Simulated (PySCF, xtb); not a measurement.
H₃IO₃Si, SMILES O[Si](O)(O)I. One conformer was computed; it need not be the lowest.

Harmonic wavenumbers (cm⁻¹) from GFN2-xTB in xtb at its own minimum, in rising order: 160, 161, 230, 248, 249, 284, 300, 300, 431, 807, 819, 820, 849, 999, 1000, 3691, 3692, 3693.

What does PBE-D3(BJ)/def2-SVP run with PySCF give at its own minimum? (The exact figures need the calculation; the answer reports its results.)

105, 105, 216, 223, 223, 291, 313, 313, 415, 783, 789, 789, 812, 971, 971, 3764, 3764, 3765. Paired by order, the mean absolute difference is 34 cm⁻¹ and the zero-point energies are 26.8 and 26.6 kcal/mol.
